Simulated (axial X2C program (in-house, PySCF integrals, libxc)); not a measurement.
**TiN⁺: properties at the nuclei**

Computed with an in-house all-electron X2C program for linear molecules (integrals from PySCF): two-component X2C with atomic mean-field Coulomb and Gaunt terms, Gaussian nuclei, basis Ti dyall-cv3z, N dyall-av3z with contracted cores.

R = 1.505 Å (near the PBE0 minimum at charge 1 of the determinant lowest at the starting distance; the state shown can have its own minimum elsewhere).

Input and command:
```json
{"zs": [22, 7], "q": 1, "bas": ["dyall-cv3z", "dyall-av3z"], "r0": 1.77, "levels": ["PBE0", "HF", "PBE", "TPSSh", "BP86"], "nst": 3}
```
```bash
python soeom.py task.json out
```

Keys: zs atomic numbers; q charge; bas basis sets; r0 starting distance in Å; levels methods; nst determinants followed.

Determinant lowest in the PBE0 search, Ω = 0 (closed shell), highest spinor 45% N p, 40% Ti d, 6% N s:

```tsv
level	qzz Ti (a.u.)	qzz N (a.u.)
PBE0	-1.78	-0.25
HF	-0.84	0.27
PBE	-2.08	-0.30
TPSSh	-1.87	-0.28
BP86	-2.08	-0.32
```

qzz is the electric field gradient, eQq0 = 234.96 MHz × Q/barn × qzz. The operators were transformed with the bare-nucleus X2C matrices; with these basis sets, hyperfine constants and field gradients can be off by tens of per cent, and where levels differ in sign neither size nor sign is settled.

Each state is one determinant with collinear spin. The search compared states at one distance, so a state with another bond length can lie lower. Further determinants of the search, some of them spin-mixed, are not shown. Where a field gradient or hyperfine factor spreads by more than a factor of two over the levels, a constant derived from it is not to be relied on.
